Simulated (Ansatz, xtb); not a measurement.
## BFHOSi: which of two structures lies lower

Structure a: `O=B[SiH]F`, a doublet. Structure b: a doublet given by its coordinates. Both are isolated molecules in the gas phase, relaxed with B3LYP-D3(BJ)/def2-SVP; the shapes shown needn't be the lowest conformers.

a (Å):

```xyz
5

B    -0.2283    1.6857    1.2450
F    -1.0757    0.9224   -1.4853
O    -0.2484    2.4302    2.1925
Si   -0.0027    0.4982   -0.3353
H    -0.1902   -0.9402    0.0054
```

b (Å):

```xyz
5

B    -2.4157    1.4473   -1.0763
F    -3.2899    0.5075    1.6224
O    -3.2602    0.4767   -1.0291
Si   -2.2508   -0.0359    0.4722
H    -2.1237    2.4336   -1.6904
```

Close contacts (Å): B1–O3 1.29, B1–Si4 2.15, F2–Si4 1.64, O3–Si4 1.88, B1–H5 1.20.

Energies in hartree; the thermal terms are from B3LYP-D3(BJ)/def2-SVP harmonic frequencies (ideal gas, rigid rotor, one conformer each, 298.15 K, 1 atm) and include the zero-point energy:

|  | a | b |
| --- | --- | --- |
| E, CCSD(T)/def2-SVP | −488.861682 | −488.842160 |
| zero-point energy | 0.017822 | 0.017486 |
| H(298 K) − E | 0.023556 | 0.023287 |
| G(298 K) − E | −0.010761 | −0.010742 |

Work out ΔE, ΔE₀, ΔH and ΔG for a → b in kJ/mol (1 Eh = 2625.50 kJ/mol) and the equilibrium ratio [b]/[a].

1. ΔE = −488.842160 − (−488.861682) = +0.019522 Eh = +51.26 kJ/mol.
2. ΔE₀ = ΔE + ΔZPE = +0.019522 + (−0.000336) Eh = +50.37 kJ/mol.
3. ΔH = ΔE + (−0.000269) Eh = +50.55 kJ/mol.
4. ΔG = ΔE + (+0.000019) Eh = +51.30 kJ/mol, so ΔS = (ΔH − ΔG)/T = −2.5 J/(mol K).
5. kT = 0.9442 mEh, so K = [b]/[a] = exp(−ΔG/kT) = exp(−20.70) ≈ 1.0 × 10^−9.

Structure a is favoured at this temperature. An error of 4 kJ/mol in ΔG would change K by a factor of 5. Mirror images and further conformers aren't counted.

Other levels gave ΔE = +32.9 (B3LYP-D3(BJ)/def2-SVP); +58.6 (HF/def2-SVP); +67.5 (MP2/def2-SVP) kJ/mol. Open shells are spin-unrestricted. The correlated steps freeze 8 core orbitals. Programs: Ansatz 0.2.0.
